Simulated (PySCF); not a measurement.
Compound: C₄H₁₃PSi₂.
Atom-mapped SMILES: `[H]/[P:7]=[C:5](\[Si:2]([CH3:1])([CH3:3])[CH3:4])[SiH3:6]` (hydrogens: H8, H9, H10 on C1; H11, H12, H13 on C3; H14, H15, H16 on C4; H17, H18, H19 on Si6; H20 on P7)

Method used: PBE0-D3(BJ)/def2-SVP geometry optimisation, gas phase in PySCF 2.14.0.

Q: List the bond lengths, angles and torsions at this level.

A: 
```tsv
bond	length (Å)
C1–Si2, Si2–C3, Si2–C4	1.881
Si2–C5	1.894
C5–Si6	1.873
C5=P7	1.678
C1–H8 and 8 like bonds	1.102
Si6–H17, Si6–H18, Si6–H19	1.496
P7–H20	1.447
```

Bonds in one row agree within 0.01 Å and their mean is given. A selection of angles:
```tsv
angle	degrees
Si2–C1–H8	111.8
Si2–C1–H9	110.1
H8–C1–H9	107.6
C1–Si2–C3	109.6
C1–Si2–C5	110.1
C3–Si2–C5	108.2
Si2–C5–Si6	120.4
Si2–C5–P7	123.2
Si6–C5–P7	116.4
C5–Si6–H17	110.4
C5–Si6–H19	110.7
H17–Si6–H18	107.3
H17–Si6–H19	109.0
C5–P7–H20	100.0
```

Torsions: C1–Si2–C5–Si6 -1° (synperiplanar). The mirror-image conformer, all signs reversed, is as good.

Of the pairs four or more bonds apart, Si6···H8 is among the closest relative to their van der Waals radii: 3.34 Å, 101 % of the sum of Bondi's values. Si2 (four-coordinate silicon) is tetrahedral (angles from 108.2° to 110.4°). Si6 (SiH3 silicon) is tetrahedral (angles from 107.3° to 110.7°). The 5 C–Si bonds span 1.873 Å (C5–Si6, drawn single) to 1.894 Å (Si2–C5, drawn single), a spread of 0.021 Å.

Point group: near Cs, missed by 0.08 Å at most; the miss may be what the optimiser left on a soft mode. No PBE0-D3(BJ)/def2-SVP frequencies stand behind this structure, so it isn't proved a minimum.

Time: 3.6 min of wall time; peak memory 0.73 GiB. Hardware: one thread of an Arm Neoverse N1, shared host with 64 logical CPUs at a one-minute load of 59. That covers the optimisation of the geometry.
